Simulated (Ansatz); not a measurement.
System: sum formula HSiO, net charge 1, singlet state. It need not be the lowest isomer of its formula. SMILES: [OH+]=[Si]
Geometry: optimised at B3LYP-D3(BJ)/def2-TZVP (Ansatz, a quantum-chemistry and plane-wave program).

Wanted: vertical ionisation energy (to the doublet state of charge +2; each state is the SCF solution reached for its spin), in eV. Correlated levels leave the core frozen unless marked. Open shells are spin-unrestricted. No spin-orbit coupling. Non-relativistic. CBS marks a two-point X^-3 extrapolation of the correlation energy; Hartree-Fock from the larger set.

| level | program | vertical ionisation energy (eV) |
|---|---|---|
| SVWN5/def2-TZVPD | Ansatz | 19.79 |
| PBE/def2-TZVPD | Ansatz | 19.61 |
| r2SCAN/def2-TZVPD | Ansatz | ___ |
| B3LYP/def2-TZVPD | Ansatz | ___ |
| PBE0/def2-TZVPD | Ansatz | 19.65 |
| wB97X-V/def2-TZVPD | Ansatz | ___ |
| CCSD/aug-cc-pV(T+d)Z | Ansatz | ___ |
| CCSD/def2-TZVPPD | Ansatz | 19.67 |
| CCSD/def2-QZVPPD | Ansatz | 19.70 |
| CCSD(T)/CBS(def2-TZVPPD,def2-QZVPPD) | Ansatz | 19.72 |

### Question
Some entries are withheld; supply them.

### Answer

- r2SCAN/def2-TZVPD, vertical ionisation energy (eV): 19.42
- B3LYP/def2-TZVPD, vertical ionisation energy (eV): 19.81
- wB97X-V/def2-TZVPD, vertical ionisation energy (eV): 19.73
- CCSD/aug-cc-pV(T+d)Z, vertical ionisation energy (eV): 19.69
